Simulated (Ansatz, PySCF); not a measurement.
C₂H₅FSn, SMILES C=[CH][SnH2][F]. Atoms are numbered in the order given.

```xyz
9

Sn     0.4408     0.1502    -0.0485
F      0.7070     0.3451     1.8724
C     -1.6520    -0.0320    -0.3661
C     -2.1947    -1.1906    -0.7509
H      1.2328    -1.3089    -0.4670
H      1.1454     1.5646    -0.7037
H     -2.2958     0.8415    -0.2108
H     -3.2732    -1.2967    -0.9192
H     -1.5953    -2.0939    -0.9143
```

Geometry: PBE0-D3(BJ)/def2-SVP. The def2 effective core potentials stand for the cores of Sn; spin–orbit coupling is left out. Other conformers were not sampled.

Two levels are set side by side: PBE-D3(BJ)/def2-SVP (Ansatz, a program for electronic structure) and PBE0-D3(BJ)/def2-SVP (Ansatz). Each level has its own optimised geometry; the coordinates shown are those of the second. Frequencies come from the Hessian of PySCF at each geometry. Differences are taken from unrounded values.

| quantity | PBE0-D3(BJ) | PBE-D3(BJ) | PBE-D3(BJ) minus PBE0-D3(BJ) |
|---|---|---|---|
| mean bond length (Å) | 1.515 | 1.529 | 0.014 |
| bond Sn1–F2 (Å) | 1.949 | 1.970 | 0.021 |
| bond Sn1–C3 (Å) | 2.125 | 2.144 | 0.019 |
| bond C3–C4 (Å) | 1.336 | 1.346 | 0.010 |
| bond Sn1–H5 (Å) | 1.712 | 1.730 | 0.018 |
| bond Sn1–H6 (Å) | 1.711 | 1.728 | 0.018 |
| bond C3–H7 (Å) | 1.096 | 1.104 | 0.008 |
| bond C4–H8 (Å) | 1.097 | 1.105 | 0.008 |
| bond C4–H9 (Å) | 1.096 | 1.105 | 0.008 |
| highest harmonic wavenumber (cm⁻¹) | 3228 | 3132 | -96 |
| mean harmonic wavenumber (cm⁻¹) | 1201 | 1156 | -45 |
| zero-point energy (kcal/mol) | 36.06 | 34.69 | -1.36 |

Exact exchange shortens and stiffens bonds; PBE has none. Differences between two approximate levels are no errors against the true value.
